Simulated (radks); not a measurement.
Results of a calculation; reference values are marked as such.
Removal energies from the zirconium ion Zr10+, [Ar] 3d10 4s2, by Delta-SCF beside the eigenvalue of the level emptied. Level of theory: scalar-relativistic Kohn-Sham, PBEsol, spin-polarised, spherical densities, finite nucleus; Fermi nuclear charge, rms radius of each element as measured or else 0.836 A^(1/3) + 0.57 fm (a radial shooting solver on a logarithmic mesh with Libxc functionals). Open shells are filled with parallel spins first.

4s: final configuration [Ar] 3d10 4s1; Delta-SCF (eV) 215.81; -eigenvalue (eV) 206.48
3d: final configuration [Ar] 3d9 4s2; Delta-SCF (eV) 372.88; -eigenvalue (eV) 351.00
3p: final configuration [Ne] 3s2 3p5 3d10 4s2; Delta-SCF (eV) 514.88; -eigenvalue (eV) 493.71
3s: final configuration [Ne] 3s1 3p6 3d10 4s2; Delta-SCF (eV) 601.90; -eigenvalue (eV) 580.66
